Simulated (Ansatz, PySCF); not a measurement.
C2H5FN2Si, SMILES N[Si@@H]1C=N[C@@H]1F. Atoms are numbered in the order given.

```xyz
11

N      2.0016     0.4737     0.3903
Si     0.3946     0.8557    -0.0620
C     -1.0471     0.4871     1.1242
N     -1.5814    -0.4640     0.4330
C     -0.7266    -0.5555    -0.7725
F     -0.1275    -1.7980    -0.8493
H      2.2702    -0.4352     0.7513
H      2.7963     1.0595     0.1645
H      0.4542     2.1964    -0.7158
H     -1.4991     0.8038     2.0766
H     -1.3370    -0.4202    -1.6832
```
Charge 0, spin multiplicity 1.

Coordinates come from a B3LYP-D3(BJ)/def2-SVP optimisation. The structure was generated by enumeration; whether it is a known compound was not checked. Other conformers were not sampled.

Two levels are set side by side: PBE-D3(BJ)/def2-SVP (Ansatz, a quantum-chemistry and plane-wave program) and B3LYP-D3(BJ)/def2-SVP (Ansatz). Each level has its own optimised geometry; the coordinates shown are those of the second. Frequencies come from the Hessian of PySCF at each geometry. Differences are taken from unrounded values.

```
quantity                            B3LYP-D3(BJ)  PBE-D3(BJ)  PBE-D3(BJ) minus B3LYP-D3(BJ)
----------------------------------  ------------  ----------  -----------------------------
mean bond length (Å)                       1.403       1.412                          0.009
bond N1–Si2 (Å)                            1.713       1.727                          0.014
bond Si2–C3 (Å)                            1.903       1.908                          0.005
bond Si2–C5 (Å)                            1.937       1.952                          0.015
bond C3–N4 (Å)                             1.291       1.302                          0.010
bond N4–C5 (Å)                             1.481       1.485                          0.004
bond C5–F6 (Å)                             1.381       1.386                          0.004
bond N1–H7 (Å)                             1.014       1.022                          0.008
bond N1–H8 (Å)                             1.013       1.021                          0.008
bond Si2–H9 (Å)                            1.493       1.509                          0.016
bond C3–H10 (Å)                            1.101       1.110                          0.009
bond C5–H11 (Å)                            1.105       1.115                          0.010
highest harmonic wavenumber (cm⁻¹)          3691        3611                            -80
mean harmonic wavenumber (cm⁻¹)             1210        1175                            -35
zero-point energy (kcal/mol)               46.71       45.37                          -1.34
```

Exact exchange shortens and stiffens bonds; PBE has none. Differences between two approximate levels are no errors against the true value.
